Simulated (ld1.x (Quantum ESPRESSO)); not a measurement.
## Pseudopotential generation for gold (Au): ultrasoft, PBE, fully relativistic.

* Element: gold (Au)
* Generator: ld1.x (Quantum ESPRESSO) 7.5
* Type: ultrasoft
* Functional: PBE
* Relativity: fully relativistic
* Frozen core: [Xe]
* Valence charge: 25
* Reference configuration: 4f14 5d10 6s0.5 6p0 (charge +0.5)
* Partial waves: 6s (bound): rcut 1.95, rcutus 2.45 bohr; 6s channel at -0.35 Ry: rcut 1.95, rcutus 2.45 bohr; 6p (bound, empty): rcut 2.15, rcutus 2.50 bohr; 6p channel at 0.15 Ry: rcut 2.15, rcutus 2.50 bohr; 5d (bound): rcut 1.30, rcutus 1.50 bohr; 5d channel at 1.85 Ry: rcut 1.30, rcutus 1.50 bohr; 4f (bound): rcut 0.70, rcutus 0.85 bohr; 4f channel at -1.75 Ry: rcut 0.70, rcutus 0.85 bohr
* Local potential: all-electron potential smoothed inside 2.30 bohr (lloc = -1)
* Core correction: none
* Augmentation charge: built from norm-conserving waves at rcut, not smoothed further

Open shells are filled in proportion to 2j + 1 (rel_dist='average').

Poles of the logarithmic derivatives, all-electron (AE) and pseudo (PS). s: poles at 0.9 (AE) and 0.9, 2.8 (PS) Ry. p1/2: poles at 2.1 (AE) and 2.1 (PS) Ry. p3/2: poles at -4.3, 2.7 (AE) and 2.8 (PS) Ry. d3/2: poles at -0.6 (AE) and -0.6 (PS) Ry. d5/2: poles at -0.5 (AE) and -0.5 (PS) Ry. f5/2: poles at 3.2 (AE) and 3.3 (PS) Ry. f7/2: poles at 3.2 (AE) and 3.3 (PS) Ry. Test radius 2.72 bohr.

- Configuration tests: 7 of 7 tests not solved or not reliable; not counted: 4f14 5d10 6s1 6p0 (solver errors, printed error -8300 eV); 4f14 5d9 6s2 6p0 (solver errors, printed error -8236 eV); 4f13 5d10 6s1 6p0 (solver errors, printed error -7846 eV); 4 more
- Lowest eigenvalue of the overlap operator: 0.31 (s channel)

A Bessel basis up to 400 Ry misses an occupied level by 0.09 Ry, so cutoffs and ghosts were not judged.
